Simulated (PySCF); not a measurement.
Computed IR spectrum (relative IR intensity) of a molecule C2H8OSi2. Coordinates come from a TPSSh-D3(BJ)/def2-SVP optimisation. The values are those of a single conformer. These are TPSSh-D3(BJ)/def2-SVP (PySCF) values and carry that method's errors. Frequencies are harmonic and unscaled.

Lines under 2 % of the strongest are left out, and lines within 2 cm⁻¹ are merged.

ν (cm⁻¹): 408 (vw), 416 (w), 465 (w), 595 (vw), 668 (w), 676 (w), 713 (m), 766 (vw), 773 (m), 829 (w), 859 (s), 902 (m), 986 (vs), 1012 (w), 1279 (vw), 1451 (vw), 2225 (m), 2228 (s), 2236 (s), 3019 (m), 3029 (vw), 3071 (w) (against the strongest line: vs over 80 %, s over 45 %, m over 15 %, w over 4 %, vw less)

Q: Which structure fits?
A. [SiH3]/C=C\O[SiH3]
B. C1C[SiH2][SiH2]O1
C. C[C@H]1O[SiH2][SiH2]1
D. C[Si@H]1CO[SiH2]1

A: D, C[Si@H]1CO[SiH2]1
